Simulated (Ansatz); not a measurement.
Computed with Ansatz on PBE0-D4/def2-TZVP structures; ΔE is electronic, products minus reactants. CBS: MP2 limit from def2 TZ/QZ plus the TZ coupled-cluster correction, frozen cores. DFT in def2-TZVPP. B3LYP here is the variant with VWN-RPA as its local correlation; programs differ in this. One conformer a species, not always the lowest.

Consider the formal exchange of groups at the Si–C bond: `N[SiH2]C(N)[SiH3]` + `C=C[O][AlH][F]` → `C=C([SiH3])[O][AlH][F]` + `NC[SiH2]N`.

```tsv
level	ΔE (kcal/mol)	difference from CCSD(T)/CBS
PBE-D4	0.3	0.1
r2SCAN-D4	0.2	0.0
PBE0-D4	0.3	0.1
B3LYP-D4	-0.3	-0.5
ωB97X-V	-0.1	-0.3
ωB97M-V	0.2	0.0
B2PLYP	-0.1	-0.3
PBE	0.3	0.1
r2SCAN	0.1	-0.1
PBE0	0.2	0.0
B3LYP	-0.3	-0.5
HF/def2-TZVPP	-0.7	-0.9
MP2/def2-TZVPP	0.4	0.2
SCS-MP2/def2-TZVPP	0.0	-0.2
CCSD/def2-TZVPP	0.2	0.0
CCSD(T)/def2-TZVPP	0.2	0.0
HF/def2-QZVPP	-0.6	-0.8
MP2/def2-QZVPP	0.4	0.2
SCS-MP2/def2-QZVPP	0.0	-0.2
HF/CBS(def2)	-0.6	-0.8
MP2/CBS(def2)	0.3	0.1
CCSD/CBS(def2)	0.1	-0.1
CCSD(T)/CBS	0.2	0
```

Largest T1 diagnostic among the species: 0.013.

In def2-TZVPP, CCSD(T) changes the Hartree–Fock value by +0.9 kcal/mol (the triples alone add +0.1 kcal/mol) and MP2 by +1.0 kcal/mol.
